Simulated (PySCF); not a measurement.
Ti(F)2(OH)2 (F₂H₂O₂Ti), SMILES [OH][Ti]([OH])([F])[F], multiplicity 1. Atoms are numbered in the order given.

```xyz
7

Ti     0.0163    -0.0075    -0.0022
F      0.9505     1.2168    -0.8404
F      1.0425    -0.7432     1.2181
O     -0.5159    -1.2473    -1.1564
H     -1.3775    -1.6106    -1.3956
O     -1.3850     0.7390     0.7726
H     -1.7113     1.5784     1.1164
```

Geometry: B3LYP-D3(BJ)/def2-SVP. The multiplicity is an assumed one; no other spin state was optimised. The structure was generated by enumeration; whether it is a known compound was not checked. The values are those of a single conformer.

These are KT2/pcSseg-1 (PySCF) values and carry that method's errors.

GIAO shieldings, no solvent; atoms listed in one row are averaged. δ = σ(ref) − σ: ¹⁹F against CFCl3 (σ = 127.1 ppm); ¹⁷O against H2O (σ = 330.4 ppm); ¹H against TMS (σ = 31.47 ppm), references at their B3LYP-D3(BJ)/def2-TZVP geometries, non-relativistic.

Computed chemical shifts:
```
nucleus  atoms  count  δ (ppm)
-------  -----  -----  -------
¹⁹F         F2      1    272.6
¹⁹F         F3      1    264.5
¹⁷O         O4      1    356.9
¹⁷O         O6      1    327.8
¹H          H5      1     8.18
¹H          H7      1     6.73
```
